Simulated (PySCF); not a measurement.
C₅HF₃N (charge -1).
Cartesian coordinates in Å at the GFN2-xTB level; atoms count from 1:
```xyz
10
C5HF3N angstrom
C      2.4158   -0.0859   -0.2005
C      1.2284    0.1226   -0.1706
C     -0.1503    0.3581   -0.1290
C     -0.6451    1.6309    0.0328
N     -1.0439    2.7123    0.1761
C     -1.0514   -0.7611   -0.2848
F     -0.8646   -1.8079    0.6084
F     -0.9671   -1.4440   -1.5012
F     -2.3622   -0.4587   -0.1758
H      3.4492   -0.2617   -0.2308
```

A PySCF run (density fitting, gas phase, GFN2-xTB geometry) gave HOMO 4.18 eV, LUMO 8.80 eV.

Question: Which of these levels was it?
A. revPBE/STO-3G
B. HSE06/IGLO-II
C. PBE0/def2-SVPD
D. PBE0/cc-pVDZ
E. PBE0/pcSseg-1

Answer: A. It is revPBE/STO-3G. All candidates on this geometry:

```csv
level and settings,kind,basis functions,SCF cycles,E (Eh),HOMO (eV),LUMO (eV)
"revPBE/STO-3G, start guess vsap",GGA,46,13,-537.6723,4.18,8.80
HSE06/IGLO-II,"screened hybrid, exact exchange at short range",204,16,-545.0203,-0.79,4.43
PBE0/def2-SVPD,global hybrid,197,16,-544.4368,-1.32,4.34
PBE0/pcSseg-1,global hybrid,158,16,-544.7693,-1.16,4.88
PBE0/cc-pVDZ,global hybrid,131,16,-544.8396,-0.80,5.29
```

The nearest other candidate, by the summed differences of HOMO and LUMO, is PBE0/cc-pVDZ: its HOMO differs by -4.98 eV and its LUMO by -3.51 eV. Cycle counts include a coarse-grid stage where the run had one. The HOMO energy is positive at revPBE/STO-3G; such an orbital is held in place by the finite basis.
